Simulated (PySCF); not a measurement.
HfSI₂: from structure and modes to constants

Computed with PBE/[Hf def2-SVP with ECP60, S def2-SVP, I def2-SVP with ECP28], scalar-relativistic core potentials, density fitting, no spin–orbit coupling, PySCF.

The singlet minimum has Cs symmetry. Masses (u): Hf 179.94655, S 31.97207, I 126.90447.

```xyz
4
charge 0 multiplicity 1, angstrom
Hf    0.0120   -0.7209    0.0000
S     1.9817   -1.7367    0.0000
I    -0.2542    0.7435   -2.2712
I    -0.2542    0.7435    2.2712
```

Harmonic wavenumbers (cm⁻¹): 40.6 (a', ×1), 73.4 (a', ×1), 95.9 (a'', ×1), 180.3 (a', ×1), 209.5 (a'', ×1), 494.7 (a', ×1).

**Question.** Find the principal moments of inertia and the rotational constants. What kind of rotor is it?

**Answer.** About the centre of mass I = 472.2, 1360.1, 1730.6 u Å². With B = 16.8576/I this gives 0.0357, 0.01239, 0.009741 cm⁻¹. The molecule is an asymmetric top with κ = -0.80.

**Question.** What is the harmonic zero-point energy?

**Answer.** Half the sum of all 6 wavenumbers, 1094/2 = 547 cm⁻¹, which is 6.5 kJ/mol (1 cm⁻¹ = 0.0119627 kJ/mol).

Other isomers or separated fragments may lie lower. With an element this heavy the missing spin–orbit coupling can shift these numbers.
